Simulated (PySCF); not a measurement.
C₆H₈AlPS.
SMILES with atom numbers: `[AlH3-:1][P+:2]1([c:3]2[cH:4][cH:5][s:6][cH:7]2)[CH:8]=[CH:9]1`

Geometry (PBE0-D3(BJ)/def2-SVP, Å), atoms numbered from 1 in this order:
```
atom  x, y, z in Å
Al1   -2.4997    1.7007    0.5646
P2    -0.9373   -0.1669   -0.0251
C3     0.8504    0.0839    0.0296
C4     1.8622   -0.8398   -0.3801
C5     3.1216   -0.3348   -0.2094
S6     3.0894    1.2552    0.4433
C7     1.3804    1.2654    0.5005
C8    -1.3028   -1.9247    0.1064
C9    -1.3186   -1.5232   -1.1432
H10   -1.4678    2.5515    1.4582
H11   -3.6160    0.8313    1.3168
H12   -2.8193    2.2517   -0.9066
H13    1.6570   -1.8328   -0.7828
H14    4.0731   -0.8154   -0.4341
H15    0.8326    2.1294    0.8800
H16   -1.4431   -2.7804    0.7670
H17   -1.4806   -1.8364   -2.1749
```

NICS = −σ at a ghost point: NICS(0) at the centroid of the ring atoms, NICS(1) 1 Å to either side along the normal of their mean plane, zz for the tensor component along that normal. Level: GIAO PBE0/pcSseg-1 (PySCF, non-relativistic, gas phase) on the PBE0-D3(BJ)/def2-SVP geometry, one conformer.

Rings: 1. P2–C8–C9; 2. C3–C4–C5–S6–C7.

```csv
set,NICS(0),"NICS(1), two faces","NICS(1)zz, two faces"
P,-12.5,-11.8 / -11.8,-26.9 / -27.0
Q,-22.7,-9.1 / -5.8,-19.4 / -14.6
```

Problem. Which set (ppm) belongs to which ring?

Solution. P = 2, Q = 1.
- 1 (3-membered ring with P; formal bonds 1 double, 2 single): mean NICS(1)zz -17.0 ppm, shielded. P2 has four or more neighbours, so the value isn't read as a sign of a π ring current.
- 2 (5-membered ring with S; formal bonds all aromatic): mean NICS(1)zz -26.9 ppm, shielded. The ring is flat and has no four-coordinate atom; by the NICS criterion it is aromatic.

Problem. How do the rings differ in shape?

Solution. 
| ring | bond lengths (Å) | rms pucker (Å) | HOMA | nearest outside atom to a NICS(1) probe (Å) |
| --- | --- | --- | --- | --- |
| 1 | 1.800, 1.313, 1.799 | 0.00 | – | carbon 1.89 |
| 2 | 1.430, 1.368, 1.719, 1.710, 1.378 | 0.00 | 0.83 | hydrogen 2.53 |

HOMA = 1 − mean of α(R − Ropt)² over the ring bonds, with Krygowski's 1993 parameters (CC: Ropt 1.388 Å, α 257.7 Å⁻²; CS: Ropt 1.677 Å, α 94.09 Å⁻²). A dash marks a ring with a four-coordinate atom, a triple bond, no multiple bond or a kind of bond without parameters.
